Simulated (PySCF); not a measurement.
F2Hf, neutral, multiplicity 3. Atoms are numbered in the order given.

```xyz
3

Hf     0.0000     0.0000     0.1360
F      0.0000    -1.7888    -0.5438
F      0.0000     1.7888    -0.5438
```
Charge 0, spin multiplicity 3.

Coordinates come from a PBE0-D3(BJ)/def2-TZVP optimisation. The multiplicity is an assumed one; other spin states were not compared. The def2 effective core potentials stand for the cores of Hf; spin–orbit coupling is left out.

Calculation: M06-2X/def2-TZVPD (PySCF).

Gas-phase values at a fixed geometry.

total energy: -247.71280 hartree
point group: C2v
α spin, highest occupied and lowest empty level: -6.09 and -1.20 eV
β spin, highest occupied and lowest empty level: -13.37 and -4.47 eV
dipole moment: 1.49 D
quadrupole, principal values (traceless, Buckingham form, about the centre of nuclear charge): -10.55, 4.50, 6.05 D·Å
mean static polarisability: 57.4 bohr³ (8.50 Å³)
polarisability, principal values: 45.2, 61.9, 65.1 bohr³
⟨S²⟩: 2.001 (pure state 2.00)
